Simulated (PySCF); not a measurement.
An unknown gives this computed stick spectrum. Computed with TDDFT PBE0/def2-SVPD, vertical, gas phase, core orbitals frozen in the response (PySCF 2.14.0, density-fitted response routines). Geometries: GFN2-xTB, one conformer each.

| state | λ (nm) | f |
| --- | --- | --- |
| S1 | 478.7 | 0.0000 |
| S2 | 330.3 | 0.0003 |
| S3 | 291.3 | 0.0001 |
| S4 | 263.8 | 0.162 |
| S5 | 231.2 | 0.0004 |
| S6 | 214.6 | 0.0003 |
| S7 | 201.4 | 0.0001 |
| S8 | 199.5 | 0.0075 |

Problem. Which candidate is it? All have the formula C5H6O2Si.
A. `C[SiH]1C(=O)C=CC1=O`
B. `O=COC1=C[SiH2]C=C1`
C. `C[SiH2]C#CC(=O)C=O`

Solution. C. Its S1 lies at 2.59 eV; the nearest of the others has S1 at 2.19 eV. S1 is HOMO→LUMO (98%). Löwdin shares by element: HOMO oxygen 64%, carbon 25% or more; LUMO oxygen 43%, carbon 36% or more (atoms not listed hold the other 22%). At the same level the other candidates give, for their lowest levels:
- `C[SiH]1C(=O)C=CC1=O`: 567 nm (f 0.001); 412 nm (f 0.000); 322 nm (f 0.006); 268 nm (f 0.005); 225 nm (f 0.146); T1 1.74 eV; HOMO -6.67, LUMO -2.82 eV
- `O=COC1=C[SiH2]C=C1`: 286 nm (f 0.024); 239 nm (f 0.002); 217 nm (f 0.047); 214 nm (f 0.001); 203 nm (f 0.007); T1 2.69 eV; HOMO -6.94, LUMO -1.75 eV

Shape of the structure used: `[CH3:1][SiH2:2][C:3]#[C:4][C:5](=[O:6])[CH:7]=[O:8]`: C4–C5–C7–O8 0°.
Triplets come from the Tamm–Dancoff approximation.
